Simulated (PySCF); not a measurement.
Telling isomers of C6H6ClFO apart by NMR

PySCF 2.14.0 with density-fitted response routines calculation with shielding tensors at PBE0/pcSseg-1 (GIAO) and GFN2-xTB geometry; one computed conformer, fast rotation and ring inversion assumed for equivalent nuclei, isolated molecule, non-relativistic.

δ = σ(ref) − σ, references computed at the same level: TMS for 1H (σ = 31.72 ppm) and 13C (σ = 186.93 ppm). Splittings of carbon signals by F and P are missing where no couplings were computed. Where no couplings were computed, multiplicities follow the n + 1 count of equivalent neighbours, and m marks all less simple cases (inequivalent or close neighbours, rings, F or P nearby). Shifts are as computed. Against solution values, carbons near 30 ppm lie about +3 ppm off and those near 130 ppm about +5 ppm; carbons on Cl a further +6 ppm (rms about the fit 2.1 ppm; single classes can miss by 10 ppm). Of 1328 compounds with measured shifts, 309 miss one by over three times the rms of a fit or turn the order of signals round; such compounds aren't used in these exercises. Signals without a measured value on file couldn't be tested in this way; 1H shifts scatter by 0.2 ppm about their fit, and single ones miss by 0.5 ppm. Carbons bonded to Cl come out too deshielded.

(1) Tabulate the signals of `COC1=C(Cl)C(F)=CC1`, `C=C[C@@]1(F)C[C@@H]1C(=O)Cl`, `FC/C(Cl)=C1\C=CCO1` and their relative energies.

(2) What is the quickest way to tell COC1=C(Cl)C(F)=CC1 from C=C[C@@]1(F)C[C@@H]1C(=O)Cl?

(3) What is the quickest way to tell COC1=C(Cl)C(F)=CC1 from FC/C(Cl)=C1\C=CCO1?

(4) What is the quickest way to tell C=C[C@@]1(F)C[C@@H]1C(=O)Cl from FC/C(Cl)=C1\C=CCO1?

Answers

(1) 
| SMILES | carbon types | δC | δH | E rel. (kcal/mol) |
| --- | --- | --- | --- | --- |
| COC1=C(Cl)C(F)=CC1 | 3×C 1×CH 1×CH2 1×CH3 | 168.6, 167.1, 105.0, 95.3, 60.0, 37.7 | 5.08 (m, 1H), 4.36 (s, 3H), 2.93 (m, 2H) | 6.0 |
| C=C[C@@]1(F)C[C@@H]1C(=O)Cl | 2×C 2×CH 2×CH2 | 177.2, 142.4, 124.5, 88.1, 40.6, 25.9 | 6.14 (m, 1H), 5.87 (m, 1H), 5.47 (m, 1H), 2.32 (m, 1H), 2.29 (m, 1H), 1.22 (m, 1H) | 0.0 |
| FC/C(Cl)=C1\C=CCO1 | 2×C 2×CH 2×CH2 | 169.9, 142.1, 131.3, 109.0, 88.4, 81.3 | 6.76 (d, 1H), 6.51 (m, 1H), 5.39 (m, 2H), 5.30 (m, 2H) | 3.2 |

Energies are electronic energies at PBE0/pcSseg-1 on these geometries, without zero-point or thermal terms, each for the one conformer computed, which needn't be the lowest.

(2) Both give the same number of carbon signals, but DEPT or the intensities differ. The first has a methyl carbon bonded to O (CH3) at 60.0 ppm, the second a terminal =CH2 carbon at 124.5 ppm. Their most deshielded carbons lie at 168.6 and 177.2 ppm. In the proton spectra the most deshielded non-exchanging signals are 5.08 (m, 1H) and 6.14 (m, 1H).

(3) Both give the same number of carbon signals, but DEPT or the intensities differ. The first has a methyl carbon bonded to O (CH3) at 60.0 ppm, the second an allylic sp3 CH2 bonded to F at 88.4 ppm. Their most deshielded carbons lie at 168.6 and 169.9 ppm. In the proton spectra the most deshielded non-exchanging signals are 5.08 (m, 1H) and 6.76 (d, 1H).

(4) Both give the same number of carbon signals, with the same numbers of each carbon type, so the positions decide. The first has a three-membered-ring carbon (CH) at 40.6 ppm, the second an allylic sp3 CH2 bonded to O at 81.3 ppm. Their most deshielded carbons lie at 177.2 and 169.9 ppm. In the proton spectra the most deshielded non-exchanging signals are 6.14 (m, 1H) and 6.76 (d, 1H).
